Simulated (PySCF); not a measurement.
Working out the ionisation energy of Te

Te [Kr] 4d10 5s2 5p4 (3P) → Te⁺ [Kr] 4d10 5s2 5p3 (4S). All numbers are calculated (PySCF 2.14, the spin-free X2C one-electron Hamiltonian (Gaussian nucleus), in x2c-TZVPall). Frozen: [Kr] 4d10. Energies in hartree (1 hartree = 27.21139 eV):

```json
{"part": "UHF", "Te (lower)": "-6790.854375", "Te⁺ (upper)": "-6790.569544"}
{"part": "MP2 opposite-spin", "Te (lower)": "-0.062183", "Te⁺ (upper)": "-0.043442"}
{"part": "MP2 same-spin", "Te (lower)": "-0.018400", "Te⁺ (upper)": "-0.015616"}
```

Task: What does Hartree-Fock give?

Result: (-6790.569544) − (-6790.854375) = 0.284831 hartree = 7.751 eV.

Task: What do MP2 and SCS-MP2 (6/5 opposite-spin, 1/3 same-spin) give?

Result: The opposite-spin parts differ by 0.510 eV and the same-spin parts by 0.076 eV. MP2: 7.751 + (0.510) + (0.076) = 8.337 eV. SCS-MP2: 7.751 + 1.2 × (0.510) + (0.076)/3 = 8.388 eV.

Measured between the centres of the two terms (NIST): 8.749 eV, so MP2 (valence) is off by -0.412 eV.

What remains against the reference includes basis incompleteness, the frozen core and correlation beyond second order.
